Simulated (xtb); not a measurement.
xtb input (GFN2-xTB):

```bash
xtb mol.xyz --gfn 2 --ohess tight --chrg 1 --uhf 0
```
mol.xyz:
```
11

O      1.75917909     0.48821116    -1.30541399
B      0.99423122     0.30726100    -0.24044902
O      1.12522972     0.36965477     1.05112966
O     -0.36037114    -0.09252699    -0.59042348
Si    -1.72405911    -0.43390483     0.49667582
H      2.69396647     0.73936732    -1.22838914
H      1.95450107     0.58417276     1.45769719
H     -0.51183077    -0.19107782    -1.54200834
H     -2.74058936    -0.76373716    -0.47309106
H     -1.28130719    -1.62633243     1.33377652
H     -1.87864904     0.79653572     1.23161380
```

Output:

```
           -------------------------------------------------
          |                Calculation Setup                |
           -------------------------------------------------

           -------------------------------------------------
          |                 G F N 2 - x T B                 |
           -------------------------------------------------

        Reference                      10.1021/acs.jctc.8b01176
      * Hamiltonian:
        H0-scaling (s, p, d)           1.850000    2.230000    2.230000
        zeta-weighting                 0.500000
      * Dispersion:
        s8                             2.700000
        a1                             0.520000
        a2                             5.000000
        s9                             5.000000
      * Repulsion:
        kExp                           1.500000    1.000000
        rExp                           1.000000
      * Coulomb:
        alpha                          2.000000
        third order                    shell-resolved
        anisotropic                    true
        a3                             3.000000
        a5                             4.000000
        cn-shift                       1.200000
        cn-exp                         4.000000
        max-rad                        5.000000

          ...................................................
          :                      SETUP                      :
          :.................................................:
          :  # basis functions                  32          :
          :  # atomic orbitals                  31          :
          :  # shells                           17          :
          :  # electrons                        30          :
          :  max. iterations                   250          :
          :  Hamiltonian                  GFN2-xTB          :
          :  restarted?                      false          :
          :  GBSA solvation                  false          :
          :  PC potential                    false          :
          :  electronic temp.          300.0000000     K    :
          :  accuracy                    1.0000000          :
          :  -> integral cutoff          0.2500000E+02      :
          :  -> integral neglect         0.1000000E-07      :
          :  -> SCF convergence          0.1000000E-05 Eh   :
          :  -> wf. convergence          0.1000000E-03 e    :
          :  Broyden damping             0.4000000          :
          :  net charge                          1          :
          :  unpaired electrons                  0          :
          ...................................................

 iter      E             dE          RMSdq      gap      omega  full diag
   1    -17.9378992 -0.179379E+02  0.964E+00    6.45       0.0  T
   2    -18.0728238 -0.134925E+00  0.647E+00    5.49       1.0  T
   3    -18.0801614 -0.733762E-02  0.263E+00    5.48       1.0  T
   4    -18.0818139 -0.165253E-02  0.137E+00    5.58       1.0  T
   5    -18.0833840 -0.157009E-02  0.448E-01    5.67       1.0  T
   6    -18.0846863 -0.130227E-02  0.105E-01    5.66       1.0  T
[...]
     5  14 Si       9   1 H                                       1.4603284
     5  14 Si      10   1 H                                       1.4538100
     5  14 Si      11   1 H                                       1.4538347

 * 4 distinct bonds (by element types)

   Z      Z             #   av. dist./Å        max./Å        min./Å
   1 H    8 O           3     0.9606659     0.9666005     0.9571550
   5 B    8 O           3     1.3595206     1.4266362     1.3203867
   1 H   14 Si          3     1.4559911     1.4603284     1.4538100
   8 O   14 Si          1     1.8131444     1.8131444     1.8131444

           -------------------------------------------------
          |               Frequency Printout                |
           -------------------------------------------------
 projected vibrational frequencies (cm⁻¹)
eigval :       -0.00    -0.00     0.00     0.00     0.00     0.00
eigval :       93.15   117.05   165.85   299.33   418.34   427.42
eigval :      504.57   514.17   547.70   557.69   591.27   604.22
eigval :      717.67   718.09   758.51   829.40   849.23   921.16
eigval :     1043.81  1171.82  1466.24  2309.28  2356.45  2364.49
eigval :     3419.22  3603.15  3620.12
 reduced masses (amu)
   1: 17.90   2: 17.88   3: 14.98   4: 18.57   5: 19.19   6: 15.45   7: 14.59   8: 17.58
   9:  2.75  10: 19.79  11:  3.57  12: 11.96  13:  2.19  14: 14.01  15:  7.38  16:  2.54
  17:  6.42  18:  3.59  19:  2.44  20:  2.31  21:  7.41  22:  3.56  23:  5.33  24: 10.27
  25:  4.10  26: 10.06  27: 11.75  28:  1.76  29:  1.58  30:  2.28  31:  1.88  32:  1.88
  33:  1.89
 IR intensities (km·mol⁻¹)
   1:  4.23   2:  9.38   3:  4.88   4:  1.53   5:  8.53   6:  2.98   7:  1.51   8:  4.90
   9:  0.00  10: 98.87  11: 52.51  12: 16.76  13:  4.95  14: 53.32  15: 10.64  16: 31.07
  17:467.58  18: 16.03  19:248.81  20:171.92  21:230.71  22: 60.75  23:368.94  24: 18.14
  25:148.65  26:345.77  27:642.05  28:126.75  29: 79.35  30:199.15  31:115.81  32: 49.81
  33:156.49
 Raman intensities (Ä⁴*amu⁻¹)
   1:  0.00   2:  0.00   3:  0.00   4:  0.00   5:  0.00   6:  0.00   7:  0.00   8:  0.00
   9:  0.00  10:  0.00  11:  0.00  12:  0.00  13:  0.00  14:  0.00  15:  0.00  16:  0.00
  17:  0.00  18:  0.00  19:  0.00  20:  0.00  21:  0.00  22:  0.00  23:  0.00  24:  0.00
  25:  0.00  26:  0.00  27:  0.00  28:  0.00  29:  0.00  30:  0.00  31:  0.00  32:  0.00
  33:  0.00
 output can be read by thermo (or use thermo option).
 writing <g98.out> molden fake output.
 recommended (thermochemical) frequency scaling factor: 1.0
           -------------------------------------------------
          |             Thermodynamic Functions             |
           -------------------------------------------------

cs  symmetry found (for desy threshold:  0.10E+00) used in thermo

          ...................................................
          :                      SETUP                      :
          :.................................................:
          :  # frequencies                          27      :
Note: The following floating-point exceptions are signalling: IEEE_UNDERFLOW_FLAG IEEE_DENORMAL
normal termination of xtb
          :  # imaginary freq.                       0      :
          :  linear?                             false      :
          :  only rotor calc.                    false      :
          :  symmetry                               cs      :
          :  rotational number                       1      :
          :  scaling factor                  1.0000000      :
          :  rotor cutoff                   50.0000000 cm⁻¹ :
          :  imag. cutoff                  -20.0000000 cm⁻¹ :
          :.................................................:

    mode    ω/cm⁻¹     T·S(HO)/kcal·mol⁻¹    T·S(FR)/kcal·mol⁻¹   T·S(vib)
   ------------------------------------------------------------------------
       1     93.15    -1.07119 ( 92.34%)    -0.87193 (  7.66%)    -1.05591
       2    117.05    -0.93872 ( 96.78%)    -0.80433 (  3.22%)    -0.93439
       3    165.85    -0.74001 ( 99.18%)    -0.70117 (  0.82%)    -0.73969
       4    299.33    -0.42357 ( 99.92%)    -0.52632 (  0.08%)    -0.42365
   ------------------------------------------------------------------------

   temp. (K)  partition function   enthalpy   heat capacity  entropy
                                   cal/mol     cal/K/mol   cal/K/mol   J/K/mol
 298.15  VIB   36.1                 2974.523     21.588     17.036
         ROT  0.136E+06              888.752      2.981     26.465
         INT  0.489E+07             3863.276     24.568     43.502
         TR   0.867E+27             1481.254      4.968     39.482
         TOT                        5344.5297    29.5366    82.9835   347.2030

       T/K    H(0)-H(T)+PV         H(T)/Eh          T*S/Eh         G(T)/Eh
   ------------------------------------------------------------------------
    298.15    0.851705E-02    0.791161E-01    0.394281E-01    0.396880E-01
   ------------------------------------------------------------------------

         :::::::::::::::::::::::::::::::::::::::::::::::::::::
         ::                  THERMODYNAMIC                  ::
         :::::::::::::::::::::::::::::::::::::::::::::::::::::
         :: total free energy         -17.922881879021 Eh   ::
         ::.................................................::
         :: total energy              -17.962569842235 Eh   ::
         :: zero point energy           0.070599054858 Eh   ::
         :: G(RRHO) w/o ZPVE           -0.030911091644 Eh   ::
         :: G(RRHO) contrib.            0.039687963214 Eh   ::
         :::::::::::::::::::::::::::::::::::::::::::::::::::::

optimized geometry written to: xtbopt.xyz

           -------------------------------------------------
          | TOTAL ENERGY              -17.962569842235 Eh   |
          | TOTAL ENTHALPY            -17.883453737227 Eh   |
          | TOTAL FREE ENERGY         -17.922881879021 Eh   |
          | GRADIENT NORM               0.000175902485 Eh/α |
          | HOMO-LUMO GAP               5.719851454128 eV   |
           -------------------------------------------------

------------------------------------------------------------------------
------------------------------------------------------------------------
 total:
 SCF:
 ANC optimizer:
 analytical hessian:
```

It need not be the lowest isomer of its formula.
